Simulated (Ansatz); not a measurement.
System: C₄H₅OSi, charge 0, multiplicity 2. It need not be the lowest isomer of its formula. 
Structure (B3LYP-D3(BJ)/def2-TZVP (Ansatz, a program for electronic structure) minimum search):
```
C
C 1 1.3556
O 2 1.3252 1 115.40
C 3 1.3864 2 105.23 1 0.00
C 4 1.3513 3 109.45 2 0.00
H 4 1.0747 5 134.81 1 -180.00
H 5 1.0780 4 126.00 6 0.00
Si 1 1.8526 2 128.35 3 180.00
H 8 1.4787 1 108.97 2 0.00
H 8 1.4819 9 109.61 1 -120.87
H 8 1.4819 9 109.61 10 -118.27
```
Charge 0, spin multiplicity 2.

Quantity: atomisation energy (electronic, to ground-state atoms), in eV. Valence correlation only, unless marked. Open shells are spin-unrestricted. Spin-orbit coupling is left out. No relativistic terms. The coupled-cluster limit lacks core correlation, which all-electron functionals hold. CBS(X,Y): correlation extrapolated as X^-3; Hartree-Fock from the larger set.

| level | program | atomisation energy (eV) | minus last row |
|---|---|---|---|
| PBE0-D3(BJ)/def2-TZVP | Ansatz + dftd3 | 47.45 | 0.72 |
| BHLYP-D3(BJ)/def2-TZVPD | Ansatz + dftd3 | 45.20 | -1.53 |
| BHLYP-D4/def2-TZVPD | Ansatz + dftd4 | 45.15 | -1.58 |
| r2SCANh-D4/def2-TZVPD | Ansatz + dftd4 | 46.96 | 0.23 |
| PBE-QIDH/def2-TZVPD | Ansatz | 46.75 | 0.02 |
| RPA@PBE/cc-pV(Q+d)Z | Ansatz | 43.70 | -3.03 |
| CCSD(T)/CBS(cc-pV(T+d)Z,cc-pV(Q+d)Z) | Ansatz | 46.73 | 0.00 |

The UHF reference is spin-contaminated (<S^2> 0.30 over the pure value in the largest basis).
